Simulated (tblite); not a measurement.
Species: C3H9AsSi.
SMILES with atom numbers: `[CH3:1][C@@H:2]1[SiH2:3][CH2:4][AsH:5]1` (hydrogens: H6, H7, H8 on C1; H9 on C2; H10, H11 on Si3; H12, H13 on C4; H14 on As5)

Computed with GFN2-xTB (tblite), gas phase: L-BFGS steps from a force-field or distance-geometry start until the largest atomic force falls under 0.01 eV/Å.

Geometry at step 4:
```
atom  x, y, z in Å
C1      1.9091    0.2014   -0.1667
C2      0.6391   -0.1247    0.5773
Si3    -0.6499   -1.0505   -0.4937
C4     -1.7416    0.4960   -0.3848
As5    -0.5375    1.4999    0.8576
H6      2.4277   -0.7104   -0.4247
H7      2.5495    0.8363    0.4282
H8      1.6793    0.7230   -1.0888
H9      0.8345   -0.6168    1.5246
H10    -0.1520   -1.2958   -1.8619
H11    -1.2238   -2.2101    0.1993
H12    -2.7027    0.3084    0.0657
H13    -1.8653    0.9948   -1.3397
H14    -1.1671    0.9481    2.0854
```

**Question.** What forces act on the atoms?

**Answer.** 
```
atom  Fx (eV/Å)  Fy (eV/Å)  Fz (eV/Å)
  C1     -0.017     -0.038      0.022
  C2     -0.442      0.019      0.017
 Si3      0.143      0.033      0.051
  C4      0.031      0.014      0.005
 As5      0.236      0.061     -0.378
  H6      0.332     -0.217     -0.057
  H7      0.323      0.167      0.159
  H8     -0.045      0.152     -0.197
  H9      0.267     -0.080      0.151
 H10     -0.088     -0.111      0.152
 H11      0.010     -0.059     -0.109
 H12     -0.407      0.085     -0.055
 H13     -0.164      0.145     -0.065
 H14     -0.180     -0.171      0.304
```

The largest, 0.45 eV/Å, acts on As5 (C2 within 3 % of it); the rms over all components is 0.179 eV/Å. The forces sum to zero within rounding, as they must for an isolated molecule in no field.

**Question.** Give the force on As5 in Eh/bohr and in nN.

**Answer.** 0.450 eV/Å ÷ 51.422 = 0.00875 Eh/bohr, and 0.450 eV/Å × 1.602 = 0.72 nN.

**Question.** How far is this geometry from the end of the optimisation?

**Answer.** 0.077 eV above it, and 0.223 Å rms away after alignment. The bonds farthest from their final lengths, with half the difference of the two atoms' forces along the bond (positive lengthens):

```csv
bond,now (Å),final (Å),force along bond (eV/Å)
As5–H14,1.486,1.514,+0.41
C1–C2,1.508,1.523,+0.17
C1–H7,1.080,1.092,+0.20
Si3–C4,1.896,1.907,+0.02
C1–H6,1.080,1.091,+0.17
C4–H12,1.078,1.088,+0.18
```

The angle farthest from its final value is H10–Si3–H11, 116.0° against 111.5°.

Of the 6 listed bonds off by 0.010 Å or more, this force points towards the final length in 6.

What follows is the cost of the whole relaxation. Hardware: one thread, Arm Neoverse N1 (aarch64), shared host with 64 logical CPUs at a one-minute load of 47. Cost: 0.68 s.
